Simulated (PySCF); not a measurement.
Compound: C6H9O2P.
Atom-mapped SMILES: `[CH3:1][P:2]([CH2:3][OH:4])[c:5]1[cH:6][cH:7][cH:8][o:9]1`

Probes without a nucleus sit at each ring's centroid and 1 Å off its mean plane on both sides; NICS is minus the shielding there, NICSzz its component along the normal. Level: GIAO PBE0/pcSseg-1 (PySCF, non-relativistic, gas phase) on the GFN2-xTB geometry, one conformer.

Ring bond lengths (Å), with Mayer bond orders in brackets: C5–C6 1.368 (1.57), C6–C7 1.414 (1.28), C7–C8 1.359 (1.61), C8–O9 1.345 (1.06), O9–C5 1.356 (1.01).

Question: Give the NICS values of each ring in ppm.

Answer: 
```tsv
ring	type	NICS(0)	NICS(1), two faces	NICS(1)zz, two faces	rms pucker (Å)	centre to ring atoms, mean (Å)
C5–C6–C7–C8–O9	5-membered ring with O; formal bonds all aromatic	-11.3	-10.0 / -10.2	-26.1 / -25.4	0.00	1.16
```

Question: What can be read from them?

Answer: 
- C5–C6–C7–C8–O9: mean NICS(1)zz -25.8 ppm, shielded, aromatic by this magnetic criterion (flat ring, no four-coordinate atom).

Question: How equal are the bonds by HOMA? HOMA = 1 − mean of α(R − Ropt)² over the ring bonds, with Krygowski's 1993 parameters (CC: Ropt 1.388 Å, α 257.7 Å⁻²; CO: Ropt 1.265 Å, α 157.38 Å⁻²).

Answer: 
- C5–C6–C7–C8–O9: HOMA 0.44; the largest term is that of O9–C5, α(R − Ropt)² = 1.30.

Question: What is the mean of the two in-plane components of NICS at the second NICS(1) probe listed for ring C5–C6–C7–C8–O9, 1 Å off the ring?

Answer: The isotropic value is a third of the trace: (3 × -10.2 − (-25.4))/2 = -2.6 ppm.

Question: List the ring angles and the Hirshfeld charges of the ring atoms.

Answer: 
- C5–C6–C7–C8–O9: C5 109.7° (-0.001 e), C6 106.3° (-0.090 e), C7 106.1° (-0.087 e), C8 110.6° (+0.002 e), O9 107.3° (-0.050 e); sum 540.0° against 540° for a flat convex ring.

The run took 44 s of wall time on one thread, Arm Neoverse V1 (aarch64), shared host with 32 logical CPUs at a one-minute load of 27, and the process peaked at 0.85 GiB of memory. This is the whole shielding run at PBE0/pcSseg-1, SCF included.

Conformer computed: `[CH3:1][P:2]([CH2:3][OH:4])[c:5]1[cH:6][cH:7][cH:8][o:9]1`: C1–P2–C3–O4 49°, C1–P2–C5–C6 55°, H–O4–C3–P2 68°.
